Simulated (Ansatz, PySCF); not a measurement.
The Ansatz (an electronic-structure program) input:
Ansatz 0.2 input:
```yaml
crystal:
  periodic: [false, false, false]
  atoms:
    - {symbol: C, position_ang: [-0.00058846, -0.06735310, 0.13145175]}
    - {symbol: C, position_ang: [0.01272709, 0.42165409, 1.28692893]}
    - {symbol: C, position_ang: [-0.00916618, -0.23508926, -1.20054090]}
    - {symbol: H, position_ang: [0.00817204, -0.08669387, 2.25254432]}
    - {symbol: H, position_ang: [0.90933867, -0.33006222, -1.78374476]}
    - {symbol: H, position_ang: [-0.93534543, -0.29851433, -1.77583821]}
basis:
  gaussian:
    orbitals: STO-3G
total_charge: -1
magnetization: {spin_polarized: false}
correlation: {method: mp2, electrons: outside_noble_gas}
accuracy: high
```

Problem. Write the same job for PySCF.

Solution. Several could match; the one computed here: 
```python
from pyscf import gto, scf, mp

mol = gto.M(
    atom='''
C    -0.000588   -0.067353    0.131452
C     0.012727    0.421654    1.286929
C    -0.009166   -0.235089   -1.200541
H     0.008172   -0.086694    2.252544
H     0.909339   -0.330062   -1.783745
H    -0.935345   -0.298514   -1.775838
''',
    basis='sto-3g',
    charge=-1,
    spin=0,
    verbose=4,
)

mf = scf.RHF(mol)
mf.kernel()

pt = mp.MP2(mf, frozen=3)
pt.kernel()
print('E(MP2) = %.10f' % pt.e_tot)
```

Both were run: Ansatz gave -113.806464 Eh and PySCF -113.806464 Eh, 0.000 mEh apart.
